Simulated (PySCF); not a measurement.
Cyclo-(H2SiS)2.
Geometry (PBE0-D3(BJ)/def2-SVP, Å), atoms numbered from 1 in this order:
```xyz
8
H4S2Si2 angstrom
Si    -0.032   -0.658   -1.238
H     -1.140   -0.581   -2.232
H      1.037   -1.549   -1.770
S     -0.719   -1.290    0.704
Si     0.032    0.658    1.238
H     -1.035    1.549    1.773
H      1.141    0.579    2.230
S      0.716    1.292   -0.704
```

Method used: TDDFT B3LYP/def2-SVPD, vertical, gas phase, core orbitals frozen in the response in PySCF 2.14.0, density-fitted response routines.

Computed states:

| state | E (eV) | f |
| --- | --- | --- |
| S1 | 5.08 | 0.0000 |
| S2 | 5.23 | 0.013 |
| S3 | 5.23 | 0.0000 |
| S4 | 5.29 | 0.0000 |
| S5 | 6.21 | 0.0000 |
| S6 | 6.30 | 0.0030 |
| S7 | 6.37 | 0.0000 |
| S8 | 6.38 | 0.0000 |
| S9 | 6.70 | 0.0000 |
| S10 | 7.01 | 0.0000 |

Each state is given a Gaussian of 0.4 eV full width at half maximum, with ε(max) = 2.175×10⁸ f / Δν̃ (Δν̃ the width in cm⁻¹). The width is an assumption, not a result. The curve ends short of the highest state used, and states not computed would add to its high-energy end.

Task: Give the broadened spectrum and its maxima.

Result: 
(λ (nm), ε (L mol⁻¹ cm⁻¹)): (193.5, 168), (197.1, 202), (200.7, 153), (204.4, 76), (208.0, 26), (211.6, 7), (215.3, 8), (218.9, 33), (222.5, 114), (226.1, 285), (229.8, 544), (233.4, 780), (237.0, 881), (240.7, 794), (244.3, 586), (247.9, 361), (251.5, 188), (255.2, 82), (258.8, 32), (262.4, 11), (266.1, 3), (269.7, 1), (273.3, 0), (276.9, 0)

Maxima: 237 nm (5.23 eV), ε about 880, made up of S2 (100%); 197 nm (6.30 eV), ε about 200, made up of S6 (100%) (ε in L mol⁻¹ cm⁻¹; maxima over ε = 5, shares over 10%).

Task: What would ε be at 5.23 eV, the highest of these maxima, with half the width (0.2 eV)?

Result: About 1760 L mol⁻¹ cm⁻¹ against 881, a factor of about 2.00; a lone state at its own centre would give exactly 2.

Task: On this curve, what absorbance would a 10⁻⁵ mol/L sample give at 222 nm over a 1 cm path?

Result: 222 nm is 5.585 eV, where ε is about 98 L mol⁻¹ cm⁻¹, so A = ε c l ≈ 0.00098 (Beer–Lambert, with the gas-phase spectrum and the assumed width).

Task: Does any computed singlet lie in the visible range?

Result: No computed singlet lies in the visible range (380 to 750 nm); the lowest, at 244 nm, stands 1.81 eV above its violet end (3.26 eV).

The vertical ionisation energy (ΔSCF) is 9.45 eV, 2.44 eV above S10.

Hardware: one thread of an Arm Neoverse V2, on a shared host. Cost: 44 s of wall time.

One conformer stands for the species.
